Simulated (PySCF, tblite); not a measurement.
Species: C6H8ClFO.
Geometry (GFN2-xTB, Å), atoms numbered from 1 in this order:
```
atom  x, y, z in Å
C1    -1.337    1.368    0.442
C2    -0.600    0.099    0.084
C3    -0.903   -1.122    0.843
O4    -0.574   -2.237    0.575
Cl5   -1.850   -0.843    2.308
C6    -0.220   -0.136   -1.376
C7     0.848    0.233   -0.416
C8     1.964   -0.684   -0.011
F9     1.280    1.532   -0.481
H10   -2.411    1.223    0.345
H11   -1.116    1.665    1.465
H12   -1.030    2.174   -0.220
H13   -0.242   -1.154   -1.733
H14   -0.550    0.607   -2.086
H15    1.610   -1.708    0.049
H16    2.363   -0.380    0.954
H17    2.761   -0.624   -0.750
```

Method used: PBE0/pcSseg-1 in PySCF (dipole) on a GFN2-xTB geometry, gas phase.

Take the most abundant isotopes and a rigid rotor. The values belong to one conformer with, in the numbering `[CH3:1][C@@:2]1([C:3](=[O:4])[Cl:5])[CH2:6][C@@:7]1([CH3:8])[F:9]`, C1–C2–C3–O4 168°.

**Question.** Give the principal moments of inertia and the rotational constants in MHz.

**Answer.** Ia = 223.44, Ib = 500.73, Ic = 595.08 u·Å²; 505379 MHz·u·Å²/I gives A = 2262, B = 1009, C = 849.3 MHz.

**Question.** Classify the top.

**Answer.** An asymmetric top. Ray's parameter κ = (2B − A − C)/(A − C) = -0.773; −1 is the prolate and +1 the oblate limit.

**Question.** What does the inertial defect say?

**Answer.** Not planar: Δ = Ic − Ia − Ib = -129.09 u·Å². For a rigid frame Δ = −2 Σ m c², so Σ m c² = 64.55 u·Å² lies off the ab plane: 13.67 from hydrogen and 50.88 from heavier atoms. The atom farthest from that plane is 1.95 Å away.

**Question.** List the rotational levels J(Ka,Kc) to J = 4 (MHz).

**Answer.** Above 0(0,0):
J = 1: 1(0,1) 1859, 1(1,1) 3111, 1(1,0) 3271
J = 2: 2(0,2) 5561, 2(1,2) 6668, 2(1,1) 7148, 2(2,1) 10906, 2(2,0) 10920
J = 3: 3(0,3) 11080, 3(1,3) 11995, 3(1,2) 12954, 3(2,2) 16482, 3(2,1) 16553, 3(3,1) 23153, 3(3,0) 23154
J = 4: 4(0,4) 18377, 4(1,4) 19083, 4(1,3) 20677, 4(2,3) 23905, 4(2,2) 24113, 4(3,2) 30614, 4(3,1) 30619, 4(4,1) 39918, 4(4,0) 39918

**Question.** Which lines would a microwave search look for?

**Answer.** The dipole components are |μa| = 1.61 D, |μb| = 0.85 D, |μc| = 0.66 D. Intensities carry the squares of the components, which stand as 1.00 : 0.28 : 0.17 (a : b : c). Some lines, for components of 0.1 D or more:

| type | branch | J(Ka,Kc) | MHz | lower level (cm⁻¹) |
| --- | --- | --- | --- | --- |
| b | R | 4(2,2) ← 3(3,1) | 960 | 0.772 |
| b | R | 2(0,2) ← 1(1,1) | 2450 | 0.104 |
| a | R | 2(1,2) ← 1(1,1) | 3557 | 0.104 |
| b | Q | 3(2,2) ← 3(1,3) | 4486 | 0.400 |
| b | R | 2(1,2) ← 1(0,1) | 4810 | 0.062 |
| b | Q | 4(2,3) ← 4(1,4) | 4822 | 0.637 |
| a | R | 3(2,2) ← 2(2,1) | 5576 | 0.364 |
| b | Q | 5(3,2) ← 5(2,3) | 6339 | 1.122 |
| b | Q | 3(3,1) ← 3(2,2) | 6672 | 0.550 |
| c | R | 3(1,2) ← 2(0,2) | 7393 | 0.186 |
| a | R | 4(2,3) ← 3(2,2) | 7423 | 0.550 |
| a | R | 5(1,5) ← 4(1,4) | 8838 | 0.637 |
| b | Q | 5(4,2) ← 5(3,3) | 9295 | 1.333 |
| b | R | 3(2,2) ← 2(1,1) | 9333 | 0.238 |
| a | R | 5(3,2) ← 4(3,1) | 9351 | 1.021 |
| c | R | 4(1,3) ← 3(0,3) | 9597 | 0.370 |
| c | R | 3(2,2) ← 2(1,2) | 9813 | 0.222 |
| c | R | 4(2,3) ← 3(1,3) | 11909 | 0.400 |
| c | R | 5(2,3) ← 4(1,3) | 12954 | 0.690 |
| b | R | 4(3,1) ← 3(2,2) | 14138 | 0.550 |
| b | R | 5(3,3) ← 4(2,2) | 15835 | 0.804 |
| c | R | 5(5,1) ← 4(4,1) | 21288 | 1.332 |

Its GFN2-xTB frequencies are all real (lowest 46 cm⁻¹). Zero-point vibration and centrifugal distortion are left out. A rigid rotor knows nothing of internal rotation, which can split or shift real lines. Quadrupole hyperfine structure (35Cl) is left out.
